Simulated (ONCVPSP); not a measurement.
## What the settings do to the ONCV potential of potassium (K)

Base potential:

potassium (K), optimised norm-conserving Vanderbilt (ONCV), made with ONCVPSP 4.0.1 (PBE, fully relativistic). Core [Ne], reference 3s2 3p6 4s1. Waves: 3s+4s: rc 2.25 bohr, ncon 5, nbas 8, qcut 7 1/bohr, 2 projectors; 3p: rc 1.50 bohr, ncon 4, nbas 7, qcut 5.1 1/bohr, 3 projectors, debl 0.8 Ha; d scattering state at 0.26 Ha: rc 2.30 bohr, ncon 4, nbas 7, qcut 4.1 1/bohr, 1 projector; f scattering state at 0.36 Ha: rc 2.40 bohr, ncon 4, nbas 7, qcut 4.3 1/bohr, 1 projector. Local part: polynomial inside 0.95 bohr (lpopt 5, dvloc0 -1 Ha). Core correction: none.

Open shells are filled in proportion to 2j + 1.

Cutoffs, loose and tight: the cutoffs (Ha) at which the residual kinetic energy of the hardest occupied pseudo-wave falls to 1 and 0.1 mHa per electron. They do not see the model core or the augmentation charge, which bear on the density cutoff. Test errors are all-electron minus pseudo excitation energies from the reference, over the configurations 3s2 3p6 4s0; 3s2 3p6 4s0.5; 3s2 3p6 4s0 4p1; 3s1 3p6 4s1. A dash means not determined; rows that change the core or the reference have their own tests.

| change | outcome | cutoff, loose | cutoff, tight | bound ghosts | GHOST(+) flags above zero | largest test error (meV) |
| --- | --- | --- | --- | --- | --- | --- |
| base | generated | 14 Ha | 17 Ha | none | d5/2, f7/2, d3/2, f5/2 | -56 |
| core correction Teter function, fcfact 3.5, rcfact 1.75 | generated | 14 Ha | 17 Ha | none | d5/2, f7/2, d3/2, f5/2 | -79 |
| scalar-relativistic | generated | 14 Ha | 17 Ha | none | d, f | -60 |
| f: qcut 3.9 | generated | 14 Ha | 17 Ha | none | d5/2, f7/2, d3/2, f5/2 | -56 |
| local potential polynomial inside 1.35 bohr (lpopt 1, dvloc0 0 Ha) | generated | 14 Ha | 17 Ha | none | none | -56 |
| reference 3s2 3p6 4p1; waves 3s: rc 2.25 bohr, ncon 5, nbas 8, qcut 7 1/bohr, 2 projectors, debl 1.9 Ha; 3p+4p: rc 1.50 bohr, ncon 4, nbas 7, qcut 5.1 1/bohr, 3 projectors, debl 0.8 Ha | generated | 14 Ha | 17 Ha | none | s, f7/2, d3/2, f5/2 | -55 |
| p: rc 2.02 | generated | 14 Ha | 17 Ha | none | d5/2, f7/2, d3/2, f5/2 | -60 |
| p: rc 1.7 | generated | 14 Ha | 17 Ha | none | p3/2, d5/2, f7/2, p1/2, d3/2, f5/2 | -56 |
